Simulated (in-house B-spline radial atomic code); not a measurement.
A fraction x of an electron is added to 2p in neutral fluorine, starting from [He] 2s2 2p5 and keeping the highest spin. Level of theory: non-relativistic PBE, spin-polarised, spherical fractional occupations, point nucleus; calculated with a radial B-spline atomic code at the basis-set limit.

```
  x  E(x) - E(0) (eV)  2p down level (eV)
  0            0.0000             -10.235
0.1           -0.9538              -8.847
0.2           -1.7708              -7.500
0.3           -2.4552              -6.195
0.4           -3.0114              -4.936
0.5           -3.4441              -3.727
0.6                 ?                   ?
0.7                 ?                   ?
0.8           -4.0556              -0.447
```

(1) What belongs in the row x = 0.6?

(2) What belongs in the row x = 0.7?

(3) Check Janak's theorem between x = 0.1 and 0.2.

(4) Up to what added charge does this functional bind the extra electron?

Answers

(1) An energy change of -3.7585 eV; 2p down at -2.571 eV.

(2) An energy change of -3.9602 eV; 2p down at -1.475 eV.

(3) The slope of the energy is -8.17 eV; the orbital levels give -8.17 eV (ε of the filling orbital, averaged over the two points).

(4) The highest level rises by about 10 eV per electron near x = 0.8 and would reach zero near x = 0.84, so a whole extra electron isn't bound at the basis-set limit.
